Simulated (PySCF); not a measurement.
Computed with UPBE0/[Pb def2-SVP with ECP60, Cl def2-SVP], scalar-relativistic core potentials, density fitting, no spin–orbit coupling, PySCF.

```xyz
4
charge 0 multiplicity 2, angstrom
Pb    0.0000    0.0000   -0.2664
Cl    2.3470    0.0000    0.5486
Cl   -1.1735    2.0326    0.5486
Cl   -1.1735   -2.0326    0.5486
```

PbCl₃ (doublet), along the line from Pb1 (at 0) through Cl2 (at 2.484 Å). Core electrons replaced by a potential are absent, the electrostatic potential uses the reduced nuclear charge, and values within about 0.7 Å of such atoms have no physical meaning.

Tabulate the fields along this line at -0.75, 0.75, 0.87, 0.99, 1.12, 1.24, 1.37, 1.49, 1.61, 1.74, 1.86, 1.99, 2.11, 2.24, 2.36, 2.61, 2.73, 2.86, 2.98, 3.11, 3.23, 3.35, 3.48, 3.60, 3.73, 3.85, 3.98 Å.


| distance (Å) | electron density (e/Å³) | spin density (e/Å³) | electron localisation function | electrostatic potential (V) |
| --- | --- | --- | --- | --- |
| -0.75 | 2.92 | 0.0386 | 0.535 | 51.1 |
| 0.75 | 2.86 | 0.0113 | 0.502 | 51.6 |
| 0.87 | 1.37 | 0.00183 | 0.336 | 32.6 |
| 0.99 | 0.754 | -0.00707 | 0.23 | 21.9 |
| 1.12 | 0.514 | -0.0102 | 0.196 | 15.7 |
| 1.24 | 0.451 | -0.00576 | 0.258 | 12.3 |
| 1.37 | 0.499 | 0.00808 | 0.445 | 11.3 |
| 1.49 | 0.65 | 0.0345 | 0.668 | 12.7 |
| 1.61 | 0.912 | 0.0774 | 0.777 | 17.4 |
| 1.74 | 1.27 | 0.135 | 0.768 | 27.4 |
| 1.86 | 1.63 | 0.187 | 0.535 | 46.3 |
| 1.99 | 2.09 | 0.185 | 0.126 | 80.9 |
| 2.11 | 5.29 | 0.0799 | 0.179 | 148 |
| 2.24 | 33.7 | 0.0264 | 0.835 | 309 |
| 2.36 | 164 | 1.03 | 0.586 | 1000 |
| 2.61 | 165 | 0.787 | 0.592 | 1000 |
| 2.73 | 33.8 | 0.0153 | 0.832 | 308 |
| 2.86 | 5.3 | 0.0642 | 0.172 | 147 |
| 2.98 | 2.1 | 0.152 | 0.142 | 79.7 |
| 3.11 | 1.58 | 0.165 | 0.59 | 44.8 |
| 3.23 | 1.15 | 0.131 | 0.816 | 25.4 |
| 3.35 | 0.748 | 0.0899 | 0.836 | 14.5 |
| 3.48 | 0.459 | 0.0573 | 0.802 | 8.35 |
| 3.60 | 0.277 | 0.0358 | 0.73 | 4.78 |
| 3.73 | 0.168 | 0.0226 | 0.627 | 2.7 |
| 3.85 | 0.103 | 0.0144 | 0.517 | 1.48 |
| 3.98 | 0.0632 | 0.00919 | 0.42 | 0.766 |

On a grid of 0.12 Å the density has a local minimum along the bond near 1.24 Å from Pb, at 0.45 e/Å³, where the ELF is 0.26.

No spin–orbit coupling is included, which matters more the heavier the element.
